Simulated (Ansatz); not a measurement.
A nudged elastic band was laid between two geometries of C3H8O2SSi (15 atoms, charge 0, multiplicity 1).

Computed with RKS BLYP/6-31G (Ansatz).

```
movable images  : 2
climbing image  : yes
spring          : 5.0 eV/Å²
optimiser       : quadratic models (default)
start path      : IDPP
force threshold : 0.05 eV/Å
iteration limit : 60
end points      : relaxed
```

Initial state:

```xyz
15
Properties=species:S:1:pos:R:3
C -0.366 -2.238 -0.783
O -0.945 -0.967 -0.241
C -0.041 -0.076 0.374
S 0.732 -0.797 2.055
O 1.154 0.251 -0.461
C 1.037 1.766 -0.625
Si -0.652 1.794 0.374
H -1.222 -2.761 -1.226
H 0.393 -2.003 -1.542
H 0.080 -2.826 0.034
H -0.500 -1.067 2.654
H 0.992 2.015 -1.695
H 1.903 2.255 -0.155
H -0.685 2.525 1.692
H -1.902 2.077 -0.425
```

Final state:

```xyz
15
Properties=species:S:1:pos:R:3
C -0.301 -2.306 -0.594
O -0.887 -1.050 -0.025
C 0.028 -0.055 0.376
S 1.138 -0.606 1.928
O 1.031 0.308 -0.670
C 0.759 1.797 -0.884
Si -0.732 1.760 0.392
H 0.302 -2.063 -1.480
H 0.320 -2.808 0.164
H -1.171 -2.917 -0.861
H 0.055 -0.927 2.749
H 0.512 1.975 -1.941
H 1.647 2.378 -0.596
H -0.604 2.567 1.660
H -2.118 1.896 -0.190
```

Q: What changes between the two ends?

A: No bond is made or broken. The dihedral H9–C1–O2–C3 goes from -60 to 62°. The two ends are copies of one structure, up to a mirror image or an exchange of like atoms.

Q: Give the energies along the band, and the barrier.

A: The run converged. The highest image is number 2 of 0 to 3, 0.060 eV above the ends, which have the same energy within 2 meV. Another band between the same ends (5 images) ends at a top of the same energy, where a vibrational analysis finds 1 clearly imaginary mode. So few images can step over the top or miss a turn of the path. Limits of this set-up: no polarisation functions.

| image | path coordinate (Å) | energy (eV) | dihedral H9–C1–O2–C3 (°) |
| --- | --- | --- | --- |
| 0 | 0.00 | 0.000 | -60 |
| 1 | 0.92 | 0.025 | -33 |
| 2 | 1.83 | 0.060 | 1 |
| 3 | 3.58 | 0.000 | 62 |

Q: What is the geometry of the highest image?

A: 
```xyz
15
Properties=species:S:1:pos:R:3
C -0.282 -2.320 -0.588
O -0.866 -1.055 -0.024
C 0.035 -0.048 0.365
S 1.193 -0.592 1.887
O 1.012 0.344 -0.697
C 0.717 1.831 -0.883
Si -0.755 1.753 0.413
H -0.673 -2.422 -1.610
H 0.814 -2.274 -0.598
H -0.630 -3.150 0.042
H 0.138 -0.981 2.715
H 0.452 2.022 -1.934
H 1.599 2.422 -0.599
H -0.625 2.546 1.688
H -2.151 1.873 -0.150
```

The band took 5 iterations and roughly 70 core-seconds.

Run time: 71 s on 1 thread of Arm Neoverse V2 (shared host), peak memory 0.16 GiB.
